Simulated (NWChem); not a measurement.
# AlHI₂; SMILES [I][AlH][I]

```xyz
4

Al     0.0000     0.0000    -1.0149
H      0.0000     0.0000    -2.5887
I     -2.1262     0.0000     0.2261
I      2.1262     0.0000     0.2261
```
Atoms are numbered in this order, from 1.

Level: PBE0/def2-SVP with def2 effective core potentials on I (NWChem), optimised geometry, unscaled harmonic frequencies. def2 effective core potentials on I; no spin-orbit coupling.

Problem. List the harmonic frequencies with IR intensities, and the thermochemistry.

Solution. 
```json
[
 {"frequency (cm⁻¹)": "79", "IR intensity (km/mol)": "0.9"},
 {"frequency (cm⁻¹)": "303", "IR intensity (km/mol)": "19.1"},
 {"frequency (cm⁻¹)": "411", "IR intensity (km/mol)": "67.2"},
 {"frequency (cm⁻¹)": "420", "IR intensity (km/mol)": "90.2"},
 {"frequency (cm⁻¹)": "624", "IR intensity (km/mol)": "273.0"},
 {"frequency (cm⁻¹)": "1991", "IR intensity (km/mol)": "129.4"}
]
```

```
Item                                                                                Value
-----------------------------------------------------------------------  ----------------
zero-point energy                                                            5.5 kcal/mol
thermal correction to the enthalpy at 298.15 K (with zero-point energy)      9.0 kcal/mol
heat capacity Cv                                                         13.5 cal/(mol K)
entropy at 298.15 K and 1 atm (symmetry number 2)                        78.4 cal/(mol K)
```

Rigid rotor and harmonic oscillator; modes under 100 cm⁻¹ make the entropy uncertain.
